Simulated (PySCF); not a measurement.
Isomers of C6H12OSi2, mass 156.043 u with the commonest isotopes. The calculation used PBE0/pcSseg-1 in PySCF (dipole) on a GFN2-xTB geometry, gas phase. One conformer each, none proved a minimum here; rigid rotors.

Problem. Order these by radius of gyration √(Σ m r²/M), smallest first.
A. `[CH:1]#[C:2]/[CH:3]=[CH:4]\[CH2:5][SiH2:6][CH2:7][O:8][SiH3:9]` with C3–C4–C5–Si6 -102°, C4–C5–Si6–C7 65°, C5–Si6–C7–O8 66°, Si6–C7–O8–Si9 -175°
B. `[CH3:1][CH2:2][C:3]1=[CH:4][SiH2:5][CH:6]=[CH:7][SiH2:8][O:9]1` with C1–C2–C3–C4 -106°
C. `[CH:1]#[C:2][SiH2:3][Si@H:4]1[CH2:5][C@H:6]([CH2:7][OH:8])[CH2:9]1` with C2–Si3–Si4–C5 70°, C5–C6–C7–O8 178°, C6–C7–O8–H 52°, Si3–Si4–C5–C6 100°, Si4–C5–C6–C7 136°, C5–C6–C9–Si4 -14°, Si3–Si4–C9–C6 -102°

Solution. B (2.298 Å), A (2.389 Å), C (2.791 Å).

Problem. Order these by rotational constant B, largest first.
A. `[CH:1]#[C:2]/[CH:3]=[CH:4]\[CH2:5][SiH2:6][CH2:7][O:8][SiH3:9]` with C3–C4–C5–Si6 -102°, C4–C5–Si6–C7 65°, C5–Si6–C7–O8 66°, Si6–C7–O8–Si9 -175°
B. `[CH3:1][CH2:2][C:3]1=[CH:4][SiH2:5][CH:6]=[CH:7][SiH2:8][O:9]1` with C1–C2–C3–C4 -106°
C. `[CH:1]#[C:2][SiH2:3][Si@H:4]1[CH2:5][C@H:6]([CH2:7][OH:8])[CH2:9]1` with C2–Si3–Si4–C5 70°, C5–C6–C7–O8 178°, C6–C7–O8–H 52°, Si3–Si4–C5–C6 100°, Si4–C5–C6–C7 136°, C5–C6–C9–Si4 -14°, Si3–Si4–C9–C6 -102°

Solution. A (917.8 MHz), B (898.7 MHz), C (456.7 MHz).

Problem. Order these by out-of-plane moment Σ m c² = (Ia + Ib − Ic)/2, largest first.
A. `[CH3:1][CH2:2][C:3]1=[CH:4][SiH2:5][CH:6]=[CH:7][SiH2:8][O:9]1` with C1–C2–C3–C4 -106°
B. `[CH:1]#[C:2]/[CH:3]=[CH:4]\[CH2:5][SiH2:6][CH2:7][O:8][SiH3:9]` with C3–C4–C5–Si6 -102°, C4–C5–Si6–C7 65°, C5–Si6–C7–O8 66°, Si6–C7–O8–Si9 -175°
C. `[CH:1]#[C:2][SiH2:3][Si@H:4]1[CH2:5][C@H:6]([CH2:7][OH:8])[CH2:9]1` with C2–Si3–Si4–C5 70°, C5–C6–C7–O8 178°, C6–C7–O8–H 52°, Si3–Si4–C5–C6 100°, Si4–C5–C6–C7 136°, C5–C6–C9–Si4 -14°, Si3–Si4–C9–C6 -102°

Solution. C (52.41 u·Å²), B (42.88 u·Å²), A (27.99 u·Å²).

```
                      SMILES  point group  Ia (u·Å²)  Ib (u·Å²)  Ic (u·Å²)      κ  μa (D)  μb (D)  μc (D)
     C#C/C=C\C[SiH2]CO[SiH3]           C1     383.03     550.64     847.91  -0.11    0.38    0.56    0.83
C#C[SiH2][Si@H]1C[C@H](CO)C1           C1     161.32    1106.53    1163.03  -0.98    1.23    0.18    0.95
     CCC1=C[SiH2]C=C[SiH2]O1           C1     289.51     562.35     795.88  -0.53    0.27    0.43    0.77
```
